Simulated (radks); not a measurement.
Effect of the nuclear size on neutral technetium, [Kr] 4d5 5s2. Method: Dirac Kohn-Sham, BLYP, spin-unpolarised, spherical densities, finite nucleus; open shells fill j = l - 1/2 first; Fermi nuclear charge, rms radius 4.4112 fm; computed with a radial shooting solver on a logarithmic mesh with Libxc functionals. The rms radius is varied about that value; shifts are against it.

\begin{tabular}{lrrrrrrrr}
rms radius (fm) & total energy shift (eV) & density at nucleus (e/bohr^3) & 1s1/2 shift (meV) & 2s1/2 shift (meV) & 3p1/2 shift (meV) & 4s1/2 shift (meV) & 4p1/2 shift (meV) & 5s1/2 shift (meV) \\ \hline
3.5995 & -0.563 & 1.026e+05 & -238 & -25.6 & 0.370 & -0.745 & 0.098 & -0.043 \\
4.1112 & -0.220 & 1.01e+05 & -92.8 & -10.0 & 0.145 & -0.291 & 0.038 & -0.017 \\
4.4112 & 0 & 1.002e+05 & 0.000 & 0.000 & 0.000 & 0.000 & 0.000 & 0.000 \\
4.7773 & 0.287 & 9.93e+04 & 121 & 13.1 & -0.189 & 0.380 & -0.050 & 0.022 \\
5.3155 & 0.746 & 9.81e+04 & 315 & 33.9 & -0.490 & 0.987 & -0.130 & 0.057 \\
\end{tabular}

Slopes of the eigenvalues against <r^2> in GHz/fm^2, as finite differences over the two radii next to the reference (eigenvalue slopes, not the field-shift constants of lines): 1s1/2 8740, 2s1/2 943, 3p1/2 -13.6, 4s1/2 27.4, 4p1/2 -3.61, 5s1/2 1.59.
